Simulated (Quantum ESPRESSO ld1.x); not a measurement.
The numbers below are computed, except where a source is named.
Problem. Tb, configuration [Xe] 4f9 6s2. Code: ld1.x of Quantum ESPRESSO 7.5. Model: scalar-relativistic Kohn-Sham, BLYP, spin-unpolarised, spherical densities, point nucleus. Some entries of the table are withheld. Estimate them.

| orbital | occ. | eigenvalue (hartree) | <r> (bohr) |
|---|---|---|---|
| 1s | 2 | -1906.12 | 0.02150 |
| 2s | 2 | -315.969 | (1) |
| 2p | 6 | -280.761 | (2) |
| 3s | 2 | -70.0656 | 0.2394 |
| 3p | 6 | (3) | 0.2381 |
| 3d | 10 | -45.0706 | 0.2165 |
| 4s | 2 | -13.8636 | (4) |
| 4p | 6 | -10.2903 | 0.5736 |
| 4d | 10 | -5.38858 | (5) |
| 5s | 2 | (6) | 1.326 |
| 5p | 6 | -0.90360 | 1.576 |
| 6s | 2 | -0.13162 | 4.143 |
| 4f | 9 | -0.10294 | 0.9119 |

Solution. 
(1) 2s <r> (bohr): 0.09149
(2) 2p <r> (bohr): 0.08088
(3) 3p eigenvalue (hartree): -59.2106
(4) 4s <r> (bohr): 0.5414
(5) 4d <r> (bohr): 0.6238
(6) 5s eigenvalue (hartree): -1.73641
